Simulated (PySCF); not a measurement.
Delta-SCF ions had no search for a lower state. Excitations are Tamm–Dancoff values on a coarser integration grid. The basis has no diffuse functions, so Rydberg states are missing or too high.

# CH8Si3, SMILES `[SiH2]1C[Si@H]1[SiH3]` (charge 0, multiplicity 1)

Method: PBE0-D3(BJ)/def2-TZVP (PySCF).

```
Item                                                                        Result
-------------------------------------------  -------------------------------------
HOMO                                                                      -6.67 eV
dipole moment                                                               0.45 D
HOMO–LUMO gap                                                              6.18 eV
LUMO                                                                      -0.49 eV
S1 excitation (TDA)                                                        5.24 eV
S1 oscillator strength                                                       0.011
brightest of the four lowest singlets (TDA)                                5.42 eV
T1 excitation (TDA)                                                        4.06 eV
S1–T1 gap (TDA)                                                            1.18 eV
vertical ionisation energy (Delta-SCF)                                     8.47 eV
total energy                                                          -910.9863 Ha
cost                                         about 3 core-minutes (a rough figure)
```

```xyz
12

Si     2.1230     0.3797    -0.4201
Si     0.2276    -0.7894     0.2300
C     -1.3946    -0.3070    -0.6562
Si    -1.5287     0.2996     1.1279
H      3.1604     0.3416     0.6443
H      2.7091    -0.1648    -1.6753
H      1.7202     1.7925    -0.6558
H      0.3818    -2.2448     0.4813
H     -1.3263     0.4448    -1.4391
H     -2.0456    -1.1275    -0.9494
H     -2.5225    -0.3916     1.9820
H     -1.5054     1.7672     1.3292
```
Charge 0, spin multiplicity 1.
